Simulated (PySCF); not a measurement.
GaH3OSe2. Atoms are numbered in the order given.

```xyz
7

Ga    -0.5434     0.0039     0.0000
O     -2.3398     0.1437     0.0000
H     -2.7961    -0.7175     0.0000
Se     0.5024    -2.1006     0.0000
H      1.8446    -1.4658     0.0000
Se     0.5170     2.0849     0.0000
H      1.8572     1.4443     0.0000
```
Charge 0, spin multiplicity 1.

Coordinates come from a PBE-D3(BJ)/def2-SVP optimisation. One conformer was computed; it need not be the lowest.

Calculation: PBE-D3(BJ)/def2-SVP in PySCF.

Frequencies are harmonic and unscaled.

Computed normal modes with their intensities:
```json
[
 {"mode": "1", "ν (cm⁻¹)": "76", "IR (km/mol)": "2.1", "moving atoms (share of kinetic energy)": "Se 61 %, Ga 29 %"},
 {"mode": "2", "ν (cm⁻¹)": "108", "IR (km/mol)": "17.4", "moving atoms (share of kinetic energy)": "H 95 %"},
 {"mode": "3", "ν (cm⁻¹)": "123", "IR (km/mol)": "3.7", "moving atoms (share of kinetic energy)": "Ga 54 %, O 23 %, Se 12 %, H 11 %"},
 {"mode": "4", "ν (cm⁻¹)": "141", "IR (km/mol)": "9.5", "moving atoms (share of kinetic energy)": "O 71 %, Se 15 %, H 11 %"},
 {"mode": "5", "ν (cm⁻¹)": "216", "IR (km/mol)": "1.5", "moving atoms (share of kinetic energy)": "H 89 %"},
 {"mode": "6", "ν (cm⁻¹)": "229", "IR (km/mol)": "3.3", "moving atoms (share of kinetic energy)": "Se 72 %, Ga 22 %"},
 {"mode": "7", "ν (cm⁻¹)": "280", "IR (km/mol)": "88.2", "moving atoms (share of kinetic energy)": "H 94 %"},
 {"mode": "8", "ν (cm⁻¹)": "323", "IR (km/mol)": "40.8", "moving atoms (share of kinetic energy)": "Ga 65 %, Se 33 %"},
 {"mode": "9", "ν (cm⁻¹)": "585", "IR (km/mol)": "3.0", "moving atoms (share of kinetic energy)": "H 98 %"},
 {"mode": "10", "ν (cm⁻¹)": "622", "IR (km/mol)": "5.9", "moving atoms (share of kinetic energy)": "H 95 %"},
 {"mode": "11", "ν (cm⁻¹)": "675", "IR (km/mol)": "91.7", "moving atoms (share of kinetic energy)": "O 78 %, Ga 20 %"},
 {"mode": "12", "ν (cm⁻¹)": "794", "IR (km/mol)": "87.2", "moving atoms (share of kinetic energy)": "H 91 %"},
 {"mode": "13", "ν (cm⁻¹)": "2362", "IR (km/mol)": "10.1", "moving atoms (share of kinetic energy)": "H 99 %"},
 {"mode": "14", "ν (cm⁻¹)": "2364", "IR (km/mol)": "12.4", "moving atoms (share of kinetic energy)": "H 99 %"},
 {"mode": "15", "ν (cm⁻¹)": "3742", "IR (km/mol)": "67.5", "moving atoms (share of kinetic energy)": "H 94 %"}
]
```
